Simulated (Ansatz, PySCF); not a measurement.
Noncovalent pair: CH4O (SMILES CO) (first 6 atoms) with C3H8 (SMILES CCC); geometry from B3LYP-D3(BJ)/def2-TZVP, rigid monomers moved along the line of their centres of mass till H6···C7 is 3.72 Å.
(charge 0, multiplicity 1):
```xyz
17

C      0.48433     0.24328    -0.27983
O     -0.51380    -0.51808     0.38321
H      0.75164     1.14700     0.27857
H      0.06814     0.54281    -1.24074
H      1.39337    -0.34016    -0.46388
H     -0.17450    -0.79623     1.23980
C     -0.29775    -1.23496     4.92722
C     -0.01895     0.13026     5.55069
C      0.34152     1.19207     4.51489
H     -0.52964    -1.98597     5.68426
H     -1.14925    -1.18797     4.24321
H      0.57174    -1.59651     4.36895
H      0.79336     0.03903     6.27748
H     -0.89793     0.45541     6.11440
H      0.52295     2.16177     4.98158
H      1.24853     0.91490     3.97024
H     -0.46014     1.31706     3.78338
```

Interaction energies are E(AB) − E(A) − E(B) at the monomers' geometry in the complex; basis-set methods are counterpoise corrected.

Cores are frozen in the correlated methods.

Run with Ansatz (a first-principles code) with Gaussian orbitals; PySCF for the dispersion terms. Values without a source in brackets are computed.

PBE/def2-TZVPPD gives -20.5 meV for the interaction energy.

Question: How do the other levels lie against it? Give each less PBE: PBE-D3(BJ)/def2-TZVPPD, r2SCAN/def2-TZVPPD, PBE0/def2-TZVPPD, wB97M-V/def2-TZVPPD, MP2/aug-cc-pVDZ.

Answer: PBE-D3(BJ)/def2-TZVPPD -22.0; r2SCAN/def2-TZVPPD -0.9; PBE0/def2-TZVPPD 3.3; wB97M-V/def2-TZVPPD -11.5; MP2/aug-cc-pVDZ -9.3 meV. 1 of 5 lie above PBE; the widest gap is to PBE-D3(BJ)/def2-TZVPPD.
